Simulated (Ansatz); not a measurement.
A run for Ansatz (a quantum-chemistry and plane-wave program): R-CCSD(T)/def2-TZVPPD on CH4Cd (SMILES [CH3][CdH]), atoms moved off the minimum. Elements past Kr take the def2 small-core potentials; no spin–orbit coupling. Files ending in .json are basis or fitting sets from the Basis Set Exchange.

Ansatz 0.2 input:
```yaml
crystal:
  periodic: [false, false, false]
  atoms:
    - {symbol: Cd, position_ang: [-0.30188862, -0.16926533, -0.04835064]}
    - {symbol: H, position_ang: [-1.72888874, -0.94661774, -0.26645455]}
    - {symbol: C, position_ang: [1.55941283, 0.85454857, 0.26688168]}
    - {symbol: H, position_ang: [2.03414868, 0.55768930, 1.18157182]}
    - {symbol: H, position_ang: [1.44664258, 1.94125689, 0.21263838]}
    - {symbol: H, position_ang: [2.29496384, 0.58399576, -0.59873320]}
basis:
  gaussian:
    orbitals: def2-TZVPPD.json
magnetization: {spin_polarized: false}
correlation: {method: ccsd_t, electrons: outside_noble_gas}
scf: {lower_state_search: off}
output: {forces: true}
```

Problem. Predict the final total energy.

Solution. -207.7004 hartree (reference determinant -207.0364, T1 diagnostic 0.013).

Problem. How many basis functions does it have, and what does it roughly cost on one machine?

Solution. 161 functions; about 5 core-minutes (a rough figure).
